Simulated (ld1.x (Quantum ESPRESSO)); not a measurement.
## u(r) = r·R(r): atom against pseudo-atom (Li (Z = 3))

Columns: radius, all-electron u(r) and pseudo u(r) of the 2s shell (level -3.34 eV) of lithium in the configuration [He] 2s0 2p1; LDA (PZ), non-relativistic, TM scheme, ld1.x (Quantum ESPRESSO) 7.5.

| r (bohr) | all-electron | pseudo |
| --- | --- | --- |
| 0.225 | 0.1879 | -0.0392 |
| 0.450 | 0.1693 | -0.0793 |
| 0.675 | 0.0787 | -0.1212 |
| 0.900 | -0.0310 | -0.1657 |
| 1.125 | -0.1375 | -0.2133 |
| 1.350 | -0.2318 | -0.2639 |
| 1.575 | -0.3111 | -0.3163 |
| 1.800 | -0.3753 | -0.3682 |
| 2.025 | -0.4255 | -0.4161 |
| 2.250 | -0.4630 | -0.4563 |
| 2.475 | -0.4893 | -0.4862 |
| 2.700 | -0.5059 | -0.5051 |
| 2.925 | -0.5141 | -0.5140 |
| 3.150 | -0.5151 | -0.5151 |
| 3.375 | -0.5103 | -0.5103 |
| 3.600 | -0.5006 | -0.5006 |
| 3.825 | -0.4871 | -0.4871 |
| 4.050 | -0.4706 | -0.4706 |
| 4.275 | -0.4519 | -0.4519 |
| 4.500 | -0.4316 | -0.4316 |
| 4.725 | -0.4102 | -0.4102 |
| 4.950 | -0.3882 | -0.3882 |
| 5.175 | -0.3660 | -0.3660 |
| 5.400 | -0.3438 | -0.3438 |
| 5.625 | -0.3220 | -0.3220 |
| 5.850 | -0.3006 | -0.3006 |

(1) How many radial nodes do the two functions have?

(2) At about which radius was the pseudo-wave matched?

(3) Where does each function peak?

(4) Is the pseudo-wave norm-conserving?

Results:

(1) The all-electron 2s function has n − l − 1 = 1; the pseudo-wave has 0, since the states of the same l below it are removed with the core.

(2) 3.25 bohr. The columns agree to 0.0005 from 2.92 bohr on; several derivatives are matched, so the curves merge somewhat inside the radius.

(3) Outermost all-electron maximum near 3.15 bohr, pseudo maximum near 3.15 bohr (to the table’s step).

(4) Yes: the TM scheme keeps the norm inside the radius equal to the all-electron one, which fixes the energy derivative of the logarithmic derivative at the level.
